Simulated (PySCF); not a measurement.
# `C=C(C[SeH])[Se]C`, C$_{4}$H$_{8}$Se$_{2}$

Molfile (atoms numbered from 1):
```
C4H8Se2
     RDKit          3D

 14 13  0  0  0  0  0  0  0  0999 V2000
   -0.2628   -1.3007   -0.3432 C   0  0  0  0  0  0  0  0  0  0  0  0
   -0.4858   -0.3091    0.5086 C   0  0  0  0  0  0  0  0  0  0  0  0
   -1.8422    0.0753    0.9802 C   0  0  0  0  0  0  0  0  0  0  0  0
   -2.6636    1.4674   -0.1822 Se  0  0  0  0  0  2  0  0  0  0  0  0
    0.9003    0.8063    1.2427 Se  0  0  0  0  0  2  0  0  0  0  0  0
    2.4601    0.2068    0.2479 C   0  0  0  0  0  0  0  0  0  0  0  0
   -1.0823   -1.8829   -0.7321 H   0  0  0  0  0  0  0  0  0  0  0  0
    0.7196   -1.5706   -0.6869 H   0  0  0  0  0  0  0  0  0  0  0  0
   -2.5370   -0.7650    0.9329 H   0  0  0  0  0  0  0  0  0  0  0  0
   -1.8228    0.4887    1.9911 H   0  0  0  0  0  0  0  0  0  0  0  0
   -1.6249    2.4426    0.0633 H   0  0  0  0  0  0  0  0  0  0  0  0
    2.2746    0.3215   -0.8172 H   0  0  0  0  0  0  0  0  0  0  0  0
    2.6815   -0.8275    0.5003 H   0  0  0  0  0  0  0  0  0  0  0  0
    3.2846    0.8469    0.5524 H   0  0  0  0  0  0  0  0  0  0  0  0
  1  2  2  0
  2  3  1  0
  3  4  1  0
  2  5  1  0
  5  6  1  0
  1  7  1  0
  1  8  1  0
  3  9  1  0
  3 10  1  0
  4 11  1  0
  6 12  1  0
  6 13  1  0
  6 14  1  0
M  END
```

Theory: PySCF, GIAO B3LYP/pcSseg-1 magnetisability, rotational g tensor and spin-rotation constants, non-relativistic, gas phase. Geometry: GFN2-xTB.

The calculation is non-relativistic, which matters for the atoms heavier than Zn.

How diamagnetic is it, and how anisotropic?

Isotropic -1616 × 10⁻³⁰ J/T², or -97.3 × 10⁻⁶ cm³/mol; principal values -1790, -1575, -1484 × 10⁻³⁰ J/T², anisotropy 272 × 10⁻³⁰ J/T² (root of half the summed squared differences of the principal values). The susceptibility is in cgs units.

Split it along the inertial axes a, b, c into diamagnetic and paramagnetic parts about the centre of mass, with the quadrupole moment.


| axis | χ (10⁻⁶ cm³/mol) | diamagnetic (10⁻⁶ cm³/mol) | paramagnetic (10⁻⁶ cm³/mol) | summed x² of all electrons (Å²) | quadrupole Θ (D Å) |
| --- | --- | --- | --- | --- | --- |
| a | -97.2 | -504.8 | 407.6 | 372.4 | +0.58 |
| b | -92.8 | -1751.9 | 1659.1 | 78.4 | +1.37 |
| c | -102.0 | -1912.6 | 1810.7 | 40.5 | -1.95 |

Anisotropies 2χaa − χbb − χcc = +0.3 and 2χbb − χaa − χcc = +13.5 × 10⁻⁶ cm³/mol. Θ is traceless in Buckingham's convention.

And the rotational g tensor?


| axis | rotational constant (GHz) | g | nuclear part | electronic part |
| --- | --- | --- | --- | --- |
| a | 3.1856 | -0.0194 | 0.5906 | -0.6100 |
| b | 0.6198 | -0.0052 | 0.4779 | -0.4831 |
| c | 0.5704 | -0.0018 | 0.4834 | -0.4852 |

Asymmetric top; isotopes 12C, 1H, 80Se; no vibrational averaging.
